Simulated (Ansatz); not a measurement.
The lowest singlet and triplet of S2 (SMILES S=S); geometries from B3LYP-D3(BJ)/def2-TZVP, each state relaxed from the structure named, with no frequency check, low spin by broken symmetry.
Singlet (charge 0, multiplicity 1):
```xyz
2

S      0.000     0.000    -0.952
S      0.000     0.000     0.952
```
Triplet (charge 0, multiplicity 3):
```xyz
2

S      0.00000     0.00000    -0.95185
S      0.00000     0.00000     0.95185
```

A positive gap puts the triplet lower; no zero-point energy. R- takes a restricted singlet, here one determinant of a half-filled degenerate or near-degenerate pair, which mixes singlet states. U- takes an unrestricted singlet (broken symmetry where lower, unprojected). The triplet is unrestricted in single-reference levels. Active spaces average the two states.

Cores are frozen in the correlated methods.

Programs: Ansatz (a program for electronic structure). Each number belongs to the level named beside it.

```csv
level,"gap E(singlet) − E(triplet), adiabatic (kJ/mol)"
R-HF/cc-pV(T+d)Z,143.7
U-SVWN5/def2-TZVPP (spin-contaminated),23.5
R-B3LYP/def2-TZVPP,95.0
U-B3LYP/def2-TZVPP (spin-contaminated),20.4
U-wB97X-V/def2-TZVPP (spin-contaminated),21.8
U-wB97M-V/def2-TZVPP (spin-contaminated),26.3
R-SCS-MP2/cc-pV(T+d)Z,63.5
R-SCS-MP2/cc-pV(Q+d)Z,?
"SC-NEVPT2 on SA-CASSCF(12,8)/cc-pV(D+d)Z",?
```

**Question.** Some entries are withheld; supply them.

**Answer.** 
- R-SCS-MP2/cc-pV(Q+d)Z, gap E(singlet) − E(triplet), adiabatic (kJ/mol): 58.3
- SC-NEVPT2 on SA-CASSCF(12,8)/cc-pV(D+d)Z, gap E(singlet) − E(triplet), adiabatic (kJ/mol): 60.0

Doubts at one or more of the structures used: a restricted determinant that unrestricted orbitals would lower (R-HF/cc-pV(T+d)Z, R-B3LYP/def2-TZVPP, R-SCS-MP2/cc-pV(T+d)Z, R-SCS-MP2/cc-pV(Q+d)Z).
